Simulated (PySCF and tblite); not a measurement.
Results of a calculation; reference values are marked as such.
C7H14O, numbered as in [CH3:1][O:2][CH:3]1[CH2:4][CH2:5][CH2:6][CH2:7][CH2:8]1.

Level: B3LYP-D3(BJ)/def2-SVPD (IEF-PCM, chloroform)//PBE0-D3(BJ)/def2-SVP, thermal terms from GFN2-xTB, symmetry numbers and mirror pairs counted. Conformers within 3 kcal/mol (GFN2-xTB free energy) were kept, 7 at most. (PySCF 2.14, tblite 0.8.)

Rotational constants are equilibrium values for the commonest isotopes; dipoles come from the energy level named and are polarised by its solvent model.

Torsions listed: C1–O2–C3–C4. The 6-ring runs over atoms 3–4–5–6–7–8. Of a mirror pair one member is shown.

```
conformer                                              shape   symmetry  weight %
        1  6-ring chair (all substituents equatorial); -164°  C1 (pair)      75.3
        2                      6-ring chair (O2 axial); -72°  C1 (pair)      24.7
```

Sets of constants, in random order:

```csv
set,A (MHz),B (MHz),C (MHz),abs μa (D),abs μb (D),abs μc (D)
P,3245,1640,1380,0.30,0.82,1.11
Q,4003,1367,1103,0.56,1.09,1.03
```

Match each set to its conformer.

P is conformer 2, Q is conformer 1.
